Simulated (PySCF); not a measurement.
Two-dimensional NMR puzzle

Compound of formula C₄H₉F₃Si₂. Correlations simulated from computed shifts and the bond graph:

HSQC (one-bond C–H):
```csv
δH,δC
7.48,151.6
0.36,-6.8
```

COSY cross peaks (H two or three bonds apart, from the bond graph; peaks can be absent where the dihedral angle is near 90°):
```csv
δH,δH
7.48,4.38
4.38,0.36
```

HMBC (two and three bonds, from the bond graph):
```csv
δH,δC
7.48,"148.3, 126.9, -6.8"
4.38,"151.6, 148.3, -6.8"
4.22,"151.6, 148.3, 126.9"
0.36,151.6
```

Carbons without hydrogens: δ 148.3, 126.9.

PySCF calculation with GIAO B97-2/pcSseg-1 shieldings and PBE0-D3(BJ)/def2-SVP structure; one conformer, rapidly exchanging positions averaged, non-relativistic Hamiltonian, in vacuum.

Referencing at the same level of theory: TMS for 1H and 13C.

Exchangeable hydrogens are left out of these lists.

Q: Which molecule is this?

A: `C[SiH2]/C=C(\[SiH3])C(F)(F)F`.

Structure with atom numbers: `[CH3:1][SiH2:2]/[CH:3]=[C:4](\[SiH3:5])[C:6]([F:7])([F:8])[F:9]`. Each H is labelled by its parent atom.

δC 151.6 is C3, an alkene CH (δH 7.48). δC 148.3 is C4, a fully substituted alkene carbon. δC 126.9 is C6, a CF3 carbon. δC -6.8 is C1, a methyl carbon bonded to Si (δH 0.36). HMBC from δH 7.48 reaches the proton-free carbons C4, C6. HMBC from δH 4.38 reaches the proton-free carbon C4. HMBC from δH 4.22 reaches the proton-free carbons C4, C6. COSY links 7.48–4.38, 4.38–0.36.

The data come from this structure; uniqueness wasn't tested.

Shifts are as computed. Against solution values, carbons near 30 ppm lie about +1 ppm off and those near 130 ppm about +2 ppm. Of 1211 compounds with measured shifts, 218 miss one by over three times the rms of a fit or turn the order of signals round; such compounds aren't used in these exercises.
